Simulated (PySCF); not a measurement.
An excited-state job on `[CH3][Ge]([CH3])([CH3])[Br]`.

Computed with TDDFT wB97X-D/def2-SVPD, vertical, gas phase, core orbitals frozen in the response (PySCF 2.14.0, density-fitted response routines). Geometry: GFN2-xTB. The input is one job of a driver script: a line of settings, then coordinates in Å.

Input:
```
{"job": {"kind": "uv", "xc": "wB97X-D", "basis": "def2-SVPD", "nstates": 8, "ntriplets": 3}, "charge": 0, "multiplicity": 1}
C     -0.888489     1.669682    -0.364195
Ge     0.137333     0.103908     0.312943
C      1.701608    -0.357157    -0.828745
C     -1.015637    -1.465296     0.727386
Br     1.028611     0.776544     2.344919
H     -1.339999     1.433316    -1.322956
H     -1.678581     1.942890     0.330956
H     -0.235305     2.529189    -0.493332
H      2.284639    -1.156186    -0.377287
H      1.365282    -0.686826    -1.807114
H      2.349522     0.506113    -0.959655
H     -1.475782    -1.839988    -0.182000
H     -1.803649    -1.190555     1.424336
H     -0.430231    -2.266107     1.172578
```

Output:
```
coarse grid: 52536 points
cycle   1  E = -4770.3539186846  dE = -1.577e+00  |g| = 4.989e-01  |ddm| = 4.733e+00
cycle   2  E = -4770.3720114768  dE = -1.809e-02  |g| = 4.699e-01  |ddm| = 1.307e+00
cycle   3  E = -4770.4045830110  dE = -3.257e-02  |g| = 4.077e-02  |ddm| = 6.116e-01
cycle   4  E = -4770.4048377386  dE = -2.547e-04  |g| = 1.146e-02  |ddm| = 7.172e-02
cycle   5  E = -4770.4048820461  dE = -4.431e-05  |g| = 3.396e-03  |ddm| = 3.242e-02
cycle   6  E = -4770.4048853199  dE = -3.274e-06  |g| = 5.949e-04  |ddm| = 6.634e-03
final grid: 108088 points
cycle   7  E = -4770.4043998460  dE = -1.410e-06  |g| = 5.774e-04  |ddm| = 8.102e-03
cycle   8  E = -4770.4043999115  dE = -6.554e-08  |g| = 4.204e-04  |ddm| = 1.633e-03
cycle   9  E = -4770.4043999369  dE = -2.541e-08  |g| = 5.906e-05  |ddm| = 6.040e-04
cycle  10  E = -4770.4043999390  dE = -2.105e-09  |g| = 2.004e-05  |ddm| = 2.025e-04
cycle  11  E = -4770.4043999391  dE = -1.264e-10  |g| = 8.273e-06  |ddm| = 5.354e-05
converged SCF energy = -4770.4043999391

Static polarisability (au): isotropic 89.857, principal 87.109 87.119 95.343

Singlet excitations
state   eV       nm        f      main configurations
  1   6.7917    182.6   0.02935   H->L+1 0.57, H->L 0.32
  2   6.7926    182.5   0.02948   H-1->L+1 0.57, H-1->L 0.32
  3   7.7123    160.8   0.10369   H->L 0.54, H->L+1 0.26
  4   7.7126    160.8   0.10368   H-1->L 0.54, H-1->L+1 0.26
  5   8.3210    149.0   0.00019   H-2->L+1 0.33, H-3->L+1 0.26, H->L+4 0.22
  6   8.3224    149.0   0.00019   H-3->L+1 0.33, H-2->L+1 0.26, H-1->L+4 0.22
  7   8.4846    146.1   0.05506   H-2->L 0.30, H->L+4 0.22, H-1->L+2 0.09
  8   8.4857    146.1   0.05517   H-3->L 0.30, H-1->L+4 0.22, H->L+2 0.09

Triplet excitations (Tamm-Dancoff, eV): 6.3561 6.3569 7.5166
```

The SCF starts on a coarse grid where the log names one; the energy can jump when the final grid takes over, and dE then counts from the start density on the new grid. H and L stand for HOMO and LUMO; the number after each pair is its weight.

Give the mean polarisability as a volume in Å³, and the ratio of the largest to the smallest principal value.

89.857 au × 0.148185 = 13.32 Å³; 95.343/87.109 = 1.09.

Summary of the converged run: HOMO -9.61 eV, LUMO 1.77 eV; lowest singlet 6.79 eV; lowest triplet 6.36 eV (Tamm–Dancoff); mean polarisability 89.9 au.

 The wB97X-D/def2-SVPD calculation is non-relativistic and has no spin–orbit coupling, an omission that weighs most on bromine and germanium.

Time: 55 s. Hardware: one thread of an Arm Neoverse V1, on a shared host.
Labels such as C1 count atoms from 1, the log's own numbers from 0.

The pairwise dispersion term of wB97X-D wasn't added to the energies; at a given geometry it leaves orbitals and properties as they are.
